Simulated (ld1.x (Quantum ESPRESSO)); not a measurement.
Which change was made? (Co, TM)

ld1.x (Quantum ESPRESSO) 7.5 input, shortened:

```
&input
   title='Co', zed=27., rel=1, dft='PZ', iswitch=3,
   config='[Ar] 3d7 4s2 4p0'
 /
 &inputp
   pseudotype=2, tm=.true., lloc=-2, rcloc=1.30,
   nlcc=.false.
 /
3
3S  1  0   2.00   0.00  1.00  1.00  0.0
3P  2  1   6.00   0.00  1.35  1.35  0.0
3D  3  2   7.00   0.00  1.35  1.35  0.0
 &test
   configts(1)='3s2 3p6 3d7 4s2 4p0'
 /
```

Occupied shells without a wave of their own: 4s. They enter only through the test configuration that unscreens the potential.

Cutoffs, loose and tight: the cutoffs (Ry, on a coarse ladder) from which the occupation-weighted sum of valence levels, in a spherical-Bessel basis at the reference potential, stays within 10 and 1 mRy of its value at 400 Ry. They do not see the model core or the augmentation charge, which bear on the density cutoff. Test errors are all-electron minus pseudo excitation energies from the reference, over the configurations 3s2 3p6 3d7 4s1 4p0; 3s2 3p6 3d7 4s0 4p0; 3s2 3p6 3d6 4s0 4p0; 3s2 3p6 3d7 4s1.5 4p0; 3s1 3p6 3d7 4s2 4p0; 3s2 3p6 3d8 4s0 4p0; 3s2 3p6 3d7 4s0 4p1 (two spin-polarised tests are not counted in the largest error); variants that change the core or the reference have their own tests. The largest error is taken over the tests solved by every variant that gives reliable tests at all, those not shown here included: 3s2 3p6 3d6 4s0 4p0; 3s2 3p6 3d7 4s0 4p0; 3s2 3p6 3d7 4s0 4p1; 3s2 3p6 3d7 4s1 4p0; 3s2 3p6 3d7 4s1.5 4p0; 3s2 3p6 3d8 4s0 4p0.

The base gives: outcome: generated, misses its reference levels by 0.19 eV; cutoff, loose: 160 Ry; cutoff, tight: 260 Ry; bound ghosts: none; largest test error (meV): -1009.

Task: After one change the result is: outcome: generated, misses its reference levels by 0.15 eV; cutoff, loose: 180 Ry; cutoff, tight: 300 Ry; bound ghosts: none; largest test error (meV): -844. Which change was it?
A. wave 3s (bound): rc 1.00 bohr becomes 3s (bound): rc 0.90 bohr
B. wave 3s (bound): rc 1.00 bohr becomes 3s (bound): rc 1.34 bohr
C. wave 3s (bound): rc 1.00 bohr becomes 3s (bound): rc 0.82 bohr
D. wave 3s (bound): rc 1.00 bohr becomes 3s (bound): rc 1.52 bohr

Result: A. The others give: wave 3s (bound): rc 1.00 bohr becomes 3s (bound): rc 0.82 bohr → outcome: generated; cutoff, loose: 200 Ry; cutoff, tight: over 300 Ry; bound ghosts: none; largest test error (meV): -726 | wave 3s (bound): rc 1.00 bohr becomes 3s (bound): rc 1.34 bohr → outcome: generated, misses its reference levels by 0.34 eV; cutoff, loose: 140 Ry; cutoff, tight: 230 Ry; bound ghosts: none; largest test error (meV): -1778 | wave 3s (bound): rc 1.00 bohr becomes 3s (bound): rc 1.52 bohr → outcome: generated, misses its reference levels by 0.42 eV; cutoff, loose: 140 Ry; cutoff, tight: 230 Ry; bound ghosts: none; largest test error (meV): -2150.
